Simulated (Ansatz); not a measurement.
A nudged elastic band was laid between two geometries of ClHOZn + H2 (6 atoms, charge 0, multiplicity 1).

Level of theory: Ansatz, RKS PBE/def2-SVP.

```yaml
movable_images: 7
climbing_image: yes
spring: 5.0 eV/Å²
optimiser: quadratic models (default)
start_path: through a guess of the saddle point
force_threshold: 0.03 eV/Å
iteration_limit: 60
end_points: relaxed
```

Image 0:

```xyz
6
Properties=species:S:1:pos:R:3
Zn 0.303 -0.101 0.341
Cl 1.024 0.176 2.305
O -0.348 -0.304 -1.312
H 0.329 -0.575 -1.959
H -2.127 -0.418 0.346
H -2.157 -0.282 1.105
```

Image 8:

```xyz
6
Properties=species:S:1:pos:R:3
Zn -1.127 -0.359 -0.474
Cl 0.377 0.051 2.131
O 0.032 -0.402 -1.829
H 0.955 -0.380 -1.518
H -2.294 -0.343 0.528
H -0.920 -0.071 1.988
```

Problem. Which bonds break or form, and what moves?

Solution. Bonds broken: Zn1–Cl2, H5–H6. Bonds formed: Zn1–H5, Cl2–H6. ClHOZn + H2 becomes ClH + H2OZn.

Problem. Give the energies along the band, and the barrier.

Solution. The forces met the threshold. The highest image is number 6 of 0 to 8, 1.17 eV above the first end and 0.27 eV above the last; the last end lies 0.90 eV above the first. A vibrational analysis at the climbing image gives one clearly imaginary mode, 640i cm⁻¹: a first-order saddle point. The orbitals stay closed-shell, which can raise the energy where a bond breaks towards radicals; this wasn't checked here.

| image | path coordinate (Å) | energy (eV) | Zn1–Cl2 (Å) | H5–H6 (Å) | Zn1–H5 (Å) |
| --- | --- | --- | --- | --- | --- |
| 0 | 0.00 | 0.00 | 2.11 | 0.77 | 2.45 |
| 1 | 0.42 | 0.00 | 2.11 | 0.77 | 2.54 |
| 2 | 0.83 | 0.02 | 2.12 | 0.77 | 2.69 |
| 3 | 1.25 | 0.09 | 2.13 | 0.78 | 2.51 |
| 4 | 1.66 | 0.32 | 2.17 | 0.79 | 2.19 |
| 5 | 2.08 | 0.79 | 2.28 | 0.86 | 1.89 |
| 6 | 2.49 | 1.17 | 2.49 | 1.11 | 1.67 |
| 7 | 2.95 | 0.96 | 2.83 | 1.55 | 1.56 |
| 8 | 3.40 | 0.90 | 3.04 | 2.02 | 1.54 |

Problem. What is the geometry of the highest image?

Solution. 
```xyz
6
Properties=species:S:1:pos:R:3:forces:R:3
Zn -0.768 -0.271 -0.167 0.01 0.00 -0.01
Cl 0.271 -0.098 2.086 0.00 0.00 -0.01
O -0.082 -0.411 -1.816 0.01 0.00 0.02
H 0.893 -0.419 -1.757 -0.01 0.00 -0.01
H -2.067 -0.178 0.883 0.00 0.00 0.00
H -1.224 -0.127 1.596 0.00 0.00 0.00
```

Problem. What are the harmonic wavenumbers there?

Solution. 640i, 122, 201, 291, 399, 655, 818, 930, 964, 1356, 1635, 3705 cm⁻¹.

The run took 3.4 min on 1 thread of Arm Neoverse V1 (shared host), peak memory 0.14 GiB.
